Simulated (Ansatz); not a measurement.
# Nudged elastic band run: CH9AlOSi2

The input (input.yaml):

```yaml
crystal:
  periodic: [false, false, false]
  atoms:
    - { symbol: C, position_ang: [-1.697518, 1.590851, 0.52602] }
    - { symbol: Al, position_ang: [-0.176783, 0.376746, 0.356771] }
    - { symbol: Si, position_ang: [1.575894, 0.075679, 2.049955] }
    - { symbol: O, position_ang: [-0.039669, -0.572709, -1.056842] }
    - { symbol: Si, position_ang: [0.086435, -1.532601, -2.39285] }
    - { symbol: H, position_ang: [-2.074114, 1.925572, -0.4545] }
    - { symbol: H, position_ang: [-1.463914, 2.480772, 1.133866] }
    - { symbol: H, position_ang: [-2.531013, 1.07024, 1.032893] }
    - { symbol: H, position_ang: [2.08033, -1.332376, 2.10036] }
    - { symbol: H, position_ang: [2.753225, 0.95561, 1.754734] }
    - { symbol: H, position_ang: [1.098087, 0.437105, 3.422411] }
    - { symbol: H, position_ang: [0.843595, -2.779773, -2.073849] }
    - { symbol: H, position_ang: [0.801979, -0.80626, -3.483556] }
    - { symbol: H, position_ang: [-1.269433, -1.918054, -2.886613] }
basis:
  gaussian: { orbitals: def2-SVP }
hamiltonian:
  xc: b3lyp
  dispersion: d4
neb:
  order_check: false
  images: 5
  f_tol: 0.03
  max_iterations: 48
  final_atoms:
    - { symbol: C, position_ang: [-1.78487477, 1.56523417, 0.70424632] }
    - { symbol: Al, position_ang: [0.12938816, 1.37658193, 0.32934547] }
    - { symbol: Si, position_ang: [1.36329008, -0.39801344, 1.40735875] }
    - { symbol: O, position_ang: [0.56645264, -0.42096401, -0.26073413] }
    - { symbol: Si, position_ang: [0.45665261, -1.5304638, -1.53673168] }
    - { symbol: H, position_ang: [-2.35780266, 1.74007378, -0.22391375] }
    - { symbol: H, position_ang: [-1.97740739, 2.42865209, 1.36491463] }
    - { symbol: H, position_ang: [-2.20601309, 0.67297924, 1.19650079] }
    - { symbol: H, position_ang: [0.97870244, 2.43529554, -0.49052958] }
    - { symbol: H, position_ang: [2.78239082, -0.79721933, 1.12278778] }
    - { symbol: H, position_ang: [0.76991915, -1.59704771, 2.09015049] }
    - { symbol: H, position_ang: [-0.18825445, -2.7755293, -1.0356381] }
    - { symbol: H, position_ang: [1.82534447, -1.83141504, -2.03944688] }
    - { symbol: H, position_ang: [-0.370687, -0.89736211, -2.59951011] }
  initial_path:
    images:
      - { positions_ang: [[-1.697518, 1.590851, 0.52602], [-0.176783, 0.376746, 0.356771], [1.575894, 0.075679, 2.049955], [-0.039669, -0.572709, -1.056842], [0.086435, -1.532601, -2.39285], [-2.074114, 1.925572, -0.4545], [-1.463914, 2.480772, 1.133866], [-2.531013, 1.07024, 1.032893], [2.08033, -1.332376, 2.10036], [2.753225, 0.95561, 1.754734], [1.098087, 0.437105, 3.422411], [0.843595, -2.779773, -2.073849], [0.801979, -0.80626, -3.483556], [-1.269433, -1.918054, -2.886613]] }
      - { positions_ang: [[-1.66543883, 1.49524965, 0.51597026], [-0.07009523, 0.43406549, 0.29416272], [1.5322605, 0.01469696, 2.02853307], [0.24737633, -0.28485318, -1.22010842], [0.1274926, -1.45483451, -2.25933973], [-2.09095845, 1.81471669, -0.468014], [-1.4802296, 2.41591308, 1.11395927], [-2.43363302, 0.92879967, 1.03454862], [1.79267985, -1.19063944, 1.52251349], [2.75345591, 0.84504314, 1.83386328], [0.98406942, 0.35508132, 3.37270025], [0.83077247, -2.61635836, -1.73288544], [0.73526123, -1.05895267, -3.4429662], [-1.27591218, -1.72712584, -2.56413715]] }
      - { positions_ang: [[-1.63335965, 1.3996483, 0.50592052], [0.03659253, 0.49138499, 0.23155445], [1.488627, -0.04628508, 2.00711113], [0.53442167, 0.00300264, -1.38337484], [0.1685502, -1.37706803, -2.12582947], [-2.1078029, 1.70386138, -0.48152801], [-1.4965452, 2.35105415, 1.09405254], [-2.33625304, 0.78735934, 1.03620423], [1.5050297, -1.04890288, 0.94466698], [2.75368683, 0.73447629, 1.91299256], [0.87005183, 0.27305764, 3.32298949], [0.81794995, -2.45294372, -1.39192188], [0.66854346, -1.31164535, -3.40237641], [-1.28239137, -1.53619767, -2.24166131]] }
      - { positions_ang: [[-1.60128048, 1.30404695, 0.49587078], [0.1432803, 0.54870448, 0.16894617], [1.4449935, -0.10726713, 1.9856892], [0.821467, 0.29085846, -1.54664126], [0.2096078, -1.29930154, -1.9923192], [-2.12464735, 1.59300607, -0.49504201], [-1.5128608, 2.28619523, 1.07414582], [-2.23887306, 0.64591901, 1.03785985], [1.21737955, -0.90716631, 0.36682047], [2.75391774, 0.62390943, 1.99212184], [0.75603425, 0.19103397, 3.27327874], [0.80512742, -2.28952908, -1.05095832], [0.60182569, -1.56433802, -3.36178661], [-1.28887055, -1.34526951, -1.91918546]] }
      - { positions_ang: [[-1.66247857, 1.39110936, 0.56532929], [0.13864959, 0.82466363, 0.22241261], [1.41775903, -0.20418257, 1.79291238], [0.73646221, 0.0535843, -1.11800555], [0.29195607, -1.37635563, -1.8404567], [-2.20236579, 1.64202864, -0.40466592], [-1.66770967, 2.33368085, 1.17106875], [-2.22791974, 0.65493909, 1.09074016], [1.13782051, 0.20698764, 0.08103712], [2.76340877, 0.15019984, 1.70234382], [0.76066255, -0.40499326, 2.87890266], [0.47400013, -2.45152915, -1.04585158], [1.00966528, -1.6533637, -2.9210067], [-0.98280937, -1.19596704, -2.14596034]] }
      - { positions_ang: [[-1.72367667, 1.47817177, 0.63478781], [0.13401888, 1.10062278, 0.27587904], [1.39052455, -0.301098, 1.60013556], [0.65145743, -0.18368985, -0.68936984], [0.37430434, -1.45340972, -1.68859419], [-2.28008422, 1.69105121, -0.31428984], [-1.82255853, 2.38116647, 1.26799169], [-2.21696642, 0.66395916, 1.14362047], [1.05826148, 1.32114159, -0.20474623], [2.77289979, -0.32350974, 1.4125658], [0.76529085, -1.00102048, 2.48452657], [0.14287284, -2.61352923, -1.04074484], [1.41750487, -1.74238937, -2.48022679], [-0.67674819, -1.04666458, -2.37273523]] }
      - { positions_ang: [[-1.78487477, 1.56523417, 0.70424632], [0.12938816, 1.37658193, 0.32934547], [1.36329008, -0.39801344, 1.40735875], [0.56645264, -0.42096401, -0.26073413], [0.45665261, -1.5304638, -1.53673168], [-2.35780266, 1.74007378, -0.22391375], [-1.97740739, 2.42865209, 1.36491463], [-2.20601309, 0.67297924, 1.19650079], [0.97870244, 2.43529554, -0.49052958], [2.78239082, -0.79721933, 1.12278778], [0.76991915, -1.59704771, 2.09015049], [-0.18825445, -2.7755293, -1.0356381], [1.82534447, -1.83141504, -2.03944688], [-0.370687, -0.89736211, -2.59951011]] }
```

Run as:

```bash
$ ansatz run input.yaml --threads 2 --pin off --max-ram 3072MiB --backend cpu --events-out ev --progress --plain --runs-dir out
```

Output, in part (warnings, iteration lines, the closing report on the highest movable image, with atoms numbered from 0):

```
NEB end point (image 0): max|allowed force component| = 1.139e-2 eV/Å (the criterion of neb.relax_end_points is 1.000e-2)
NEB end point (image 6): max|allowed force component| = 1.903e-2 eV/Å (the criterion of neb.relax_end_points is 1.000e-2)
NEB iter   1: max|band force component| = 1.939e1 eV/Å  barrier→ = 9.8809 eV  barrier← = 9.0965 eV  Δτ_max = 0.2000 Å  (181 SCF iters)
NEB iter   2: max|band force component| = 8.351e0 eV/Å  barrier→ = 5.9785 eV  barrier← = 5.1942 eV  Δτ_max = 0.2000 Å  (144 SCF iters)
NEB iter   3: max|band force component| = 3.816e0 eV/Å  barrier→ = 4.4994 eV  barrier← = 3.7151 eV  Δτ_max = 0.2000 Å  (137 SCF iters)
NEB iter   4: max|band force component| = 2.848e0 eV/Å  barrier→ = 4.0341 eV  barrier← = 3.2497 eV  Δτ_max = 0.2000 Å  (135 SCF iters)
NEB iter   5: max|band force component| = 2.514e0 eV/Å  barrier→ = 3.5972 eV  barrier← = 2.8129 eV  Δτ_max = 0.2000 Å  (137 SCF iters)
NEB iter   6: max|band force component| = 2.057e0 eV/Å  barrier→ = 3.1360 eV  barrier← = 2.3516 eV  Δτ_max = 0.2000 Å  (136 SCF iters)
NEB iter   7: max|band force component| = 1.415e0 eV/Å  barrier→ = 2.6931 eV  barrier← = 1.9088 eV  Δτ_max = 0.1996 Å  (134 SCF iters)
NEB iter   8: max|band force component| = 1.577e0 eV/Å  barrier→ = 2.4447 eV  barrier← = 1.6604 eV  Δτ_max = 0.2000 Å  (133 SCF iters)
NEB iter   9: max|band force component| = 1.387e0 eV/Å  barrier→ = 2.3360 eV  barrier← = 1.5516 eV  Δτ_max = 0.2000 Å  (131 SCF iters)
NEB iter  10: max|band force component| = 1.125e0 eV/Å  barrier→ = 2.2332 eV  barrier← = 1.4489 eV  Δτ_max = 0.1999 Å  (126 SCF iters)
NEB iter  11: max|band force component| = 9.043e-1 eV/Å  barrier→ = 2.1885 eV  barrier← = 1.4042 eV  Δτ_max = 0.2000 Å  (133 SCF iters)
NEB iter  12: max|band force component| = 5.662e-1 eV/Å  barrier→ = 2.1946 eV  barrier← = 1.4102 eV  Δτ_max = 0.2000 Å  (127 SCF iters)
NEB iter  13: max|band force component| = 8.888e-1 eV/Å  barrier→ = 2.1135 eV  barrier← = 1.3292 eV  CI = image 4  Δτ_max = 0.2000 Å  (127 SCF iters)
NEB iter  14: max|band force component| = 6.388e-1 eV/Å  barrier→ = 2.0135 eV  barrier← = 1.2291 eV  CI = image 4  Δτ_max = 0.2000 Å  (122 SCF iters)
NEB iter  15: max|band force component| = 7.154e-1 eV/Å  barrier→ = 1.8584 eV  barrier← = 1.0740 eV  CI = image 4  Δτ_max = 0.2000 Å  (123 SCF iters)
NEB iter  16: max|band force component| = 9.751e-1 eV/Å  barrier→ = 1.9399 eV  barrier← = 1.1555 eV  CI = image 4  Δτ_max = 0.0998 Å  (125 SCF iters)
NEB iter  17: max|band force component| = 1.114e0 eV/Å  barrier→ = 1.9279 eV  barrier← = 1.1435 eV  CI = image 4  Δτ_max = 0.1982 Å  (121 SCF iters)
NEB iter  18: max|band force component| = 6.678e-1 eV/Å  barrier→ = 1.8788 eV  barrier← = 1.0945 eV  CI = image 4  Δτ_max = 0.1988 Å  (126 SCF iters)
NEB iter  19: max|band force component| = 7.756e-1 eV/Å  barrier→ = 1.8805 eV  barrier← = 1.0962 eV  CI = image 4  Δτ_max = 0.1003 Å  (127 SCF iters)
NEB iter  20: max|band force component| = 6.574e-1 eV/Å  barrier→ = 1.8688 eV  barrier← = 1.0844 eV  CI = image 4  Δτ_max = 0.1081 Å  (121 SCF iters)
NEB iter  21: max|band force component| = 4.494e-1 eV/Å  barrier→ = 1.8524 eV  barrier← = 1.0680 eV  CI = image 4  Δτ_max = 0.1009 Å  (117 SCF iters)
NEB iter  22: max|band force component| = 1.753e-1 eV/Å  barrier→ = 1.8443 eV  barrier← = 1.0600 eV  CI = image 4  Δτ_max = 0.0745 Å  (121 SCF iters)
NEB iter  23: max|band force component| = 1.283e-1 eV/Å  barrier→ = 1.8416 eV  barrier← = 1.0572 eV  CI = image 4  Δτ_max = 0.0527 Å  (118 SCF iters)
NEB iter  24: max|band force component| = 9.963e-2 eV/Å  barrier→ = 1.8401 eV  barrier← = 1.0558 eV  CI = image 4  Δτ_max = 0.0469 Å  (120 SCF iters)
NEB iter  25: max|band force component| = 1.186e-1 eV/Å  barrier→ = 1.8390 eV  barrier← = 1.0547 eV  CI = image 4  Δτ_max = 0.0234 Å  (118 SCF iters)
NEB iter  26: max|band force component| = 1.237e-1 eV/Å  barrier→ = 1.8381 eV  barrier← = 1.0538 eV  CI = image 4  Δτ_max = 0.0235 Å  (117 SCF iters)
NEB iter  27: max|band force component| = 8.992e-2 eV/Å  barrier→ = 1.8371 eV  barrier← = 1.0528 eV  CI = image 4  Δτ_max = 0.0235 Å  (120 SCF iters)
NEB iter  28: max|band force component| = 1.098e-1 eV/Å  barrier→ = 1.8373 eV  barrier← = 1.0530 eV  CI = image 4  Δτ_max = 0.0117 Å  (118 SCF iters)
NEB iter  29: max|band force component| = 8.132e-2 eV/Å  barrier→ = 1.8367 eV  barrier← = 1.0523 eV  CI = image 4  Δτ_max = 0.0225 Å  (113 SCF iters)
NEB iter  30: max|band force component| = 3.163e-2 eV/Å  barrier→ = 1.8359 eV  barrier← = 1.0515 eV  CI = image 4  Δτ_max = 0.0234 Å  (116 SCF iters)
NEB iter  31: max|band force component| = 1.866e-2 eV/Å  barrier→ = 1.8355 eV  barrier← = 1.0512 eV  CI = image 4  Δτ_max = 0.0000 Å  (242 SCF iters)
Total energy: -25576.47765208 eV, -939.9182173548 hartree
Atom 0 at    -1.800956     1.695338     0.550166 Å, force     0.003924     0.002139    -0.005155 eV/Å
Atom 1 at     0.010851     1.038836     0.261417 Å, force     0.001575    -0.004492    -0.003689 eV/Å
Atom 2 at     1.544257    -0.326162     1.731196 Å, force    -0.010124     0.003793    -0.000296 eV/Å
Atom 3 at     0.395997    -0.314494    -0.779502 Å, force    -0.018858    -0.000186     0.002364 eV/Å
Atom 4 at     0.103372    -1.698366    -1.636158 Å, force     0.009914     0.002522     0.002379 eV/Å
Atom 5 at    -2.161597     2.255091    -0.330652 Å, force    -0.002645     0.000090     0.003447 eV/Å
Atom 6 at    -1.857333     2.377246     1.415120 Å, force     0.002658    -0.001351     0.002804 eV/Å
Atom 7 at    -2.509313     0.868362     0.724927 Å, force    -0.001181    -0.002347     0.001035 eV/Å
Atom 8 at     1.367035     1.915226     0.348895 Å, force     0.003846     0.002559    -0.002028 eV/Å
Atom 9 at     2.869066     0.265699     2.153103 Å, force     0.005768    -0.002784    -0.002608 eV/Å
Atom 10 at     1.993066    -1.703414     1.302785 Å, force     0.002825    -0.001671     0.001802 eV/Å
Atom 11 at    -0.163172    -2.842451    -0.711308 Å, force    -0.001833     0.001956    -0.001761 eV/Å
Atom 12 at     1.284951    -2.037066    -2.481036 Å, force     0.001145    -0.000009     0.003880 eV/Å
Atom 13 at    -1.089123    -1.523044    -2.520152 Å, force     0.002984    -0.000217    -0.002172 eV/Å
Dipole moment:    -0.077381    -0.071928     0.277972 e Å
```

The forces met the threshold. Neighbouring images differ by up to 1.6 eV, so the band resolves the path poorly. A vibrational analysis at the climbing image gives one clearly imaginary mode, 318i cm⁻¹: a first-order saddle point. The orbitals stay closed-shell, which can raise the energy where a bond breaks towards radicals; this wasn't checked here.

Final band (atoms are numbered from 1 in the order of the input):

| image | path coordinate (Å) | energy (kJ/mol) | Si3–H9 (Å) | Al2–H9 (Å) | Si3–O4 (Å) |
| --- | --- | --- | --- | --- | --- |
| 0 | 0.00 | 0.0 | 1.50 | 3.33 | 3.56 |
| 1 | 2.11 | 0.1 | 1.50 | 3.33 | 3.57 |
| 2 | 4.22 | 0.2 | 1.50 | 3.30 | 3.53 |
| 3 | 6.34 | 24.4 | 1.51 | 2.87 | 3.17 |
| 4 | 8.45 | 177.1 | 2.64 | 1.62 | 2.76 |
| 5 | 10.12 | 97.5 | 3.14 | 1.58 | 1.91 |
| 6 | 11.79 | 75.7 | 3.43 | 1.59 | 1.85 |

The run took 9.2 min on 2 threads of Arm Neoverse V2 (shared host), peak memory 0.32 GiB.
